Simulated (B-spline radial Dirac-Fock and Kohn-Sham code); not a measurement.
**Two-hole binding energies of Si²⁺**

System: silicon as Si²⁺, configuration [Ne] 3s2, inside a Watson sphere of charge -2 and radius 2.2 Å (a model of the Madelung potential; inside it an electron's potential energy is raised by 13.1 eV).

Input of the calculation (task.json; shells as n, l, electrons):

```json
{"items": [{
  "Z": 14,
  "q": 2,
  "cfg": [[1, 0, 2], [2, 0, 2], [2, 1, 6], [3, 0, 2]],
  "A": 28,
  "rrms": 3.1224,
  "watson": [-2, 2.2],
  "do": ["binding", "quiet", "double"]
}]}
```

Launch: `python xray_run.py task.json out`

Level of theory: multi-electron Dirac-Fock with separately optimised hole states, Breit and Lamb-shift corrections added in first order; a radial B-spline solver. U is the two-hole binding energy less the two single-hole energies, the effective repulsion of the holes after relaxation. Each two-hole energy is an average over J within one jj subconfiguration.

```csv
holes,E(a) (eV),E(b) (eV),E(ab) (eV),U (eV)
1s⁻²,1861.0,1861.0,3911.6,189.6
1s⁻¹ 2p1/2⁻¹,1861.0,119.5,2029.7,49.2
1s⁻¹ 2p3/2⁻¹,1861.0,118.9,2028.8,49.0
2s⁻²,172.5,172.5,382.1,37.1
2s⁻¹ 2p1/2⁻¹,172.5,119.5,?,?
2s⁻¹ 2p3/2⁻¹,172.5,118.9,324.5,33.1
2p1/2⁻²,119.5,119.5,278.4,39.5
2p3/2⁻²,118.9,118.9,275.5,37.7
2p1/2⁻¹ 2p3/2⁻¹,119.5,118.9,275.3,37.0
2p1/2⁻¹ 3s⁻¹,119.5,18.95,154.3,15.9
2p3/2⁻¹ 3s⁻¹,118.9,18.95,153.7,15.9
```

Question: Give the missing two-hole energy and U.

Answer: E(ab) = 325.1 eV and U = 33.2 eV.
